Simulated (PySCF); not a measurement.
**Fractional electron number in Os (osmium, neutral)**

The 6s beta orbital of [Xe] 4f14 5d6 6s2 is emptied in steps (occupation f), with all orbitals relaxed, ending at [Xe] 4f14 5d6 6s1. All numbers are calculated (PySCF 2.14, a scalar-relativistic core potential, in def2-TZVP with the def2 core potential (60 electrons) (6s4p3d1f, 40 functions)). The exact energy is a straight line in f; departures are measured from the line between the end points of the same method.

```json
{"f": "1", "PBE0 (eV)": "0.000", "LC-wPBE (eV)": "0.000"}
{"f": "0.8", "PBE0 (eV)": "-0.352", "LC-wPBE (eV)": "0.018"}
{"f": "0.6", "PBE0 (eV)": "-0.537", "LC-wPBE (eV)": "0.025"}
{"f": "0.4", "PBE0 (eV)": "-0.560", "LC-wPBE (eV)": "0.018"}
{"f": "0.2", "PBE0 (eV)": "-0.396", "LC-wPBE (eV)": "0.006"}
{"f": "0", "PBE0 (eV)": "0.000", "LC-wPBE (eV)": "0.000"}
```

```csv
method,E(f=0) − E(f=1) (eV),−ε at f=1 (eV),−ε at f=0.4 (eV)
PBE0,8.042,5.857,8.330
LC-wPBE,7.782,7.895,7.721
```

Orbital energy along the path (eV):

```json
{"f": "1", "PBE0": "-5.857", "LC-wPBE": "-7.895"}
{"f": "0.8", "PBE0": "-6.702", "LC-wPBE": "-7.845"}
{"f": "0.6", "PBE0": "-7.530", "LC-wPBE": "-7.785"}
{"f": "0.4", "PBE0": "-8.330", "LC-wPBE": "-7.721"}
{"f": "0.2", "PBE0": "-9.435", "LC-wPBE": "-7.734"}
{"f": "0", "PBE0": "-10.596", "LC-wPBE": "-7.750"}
```

Reference removal energy between the ground levels: 8.438 eV (measured; NIST Atomic Spectra Database, ionization energies). The calculation has no spin-orbit coupling.
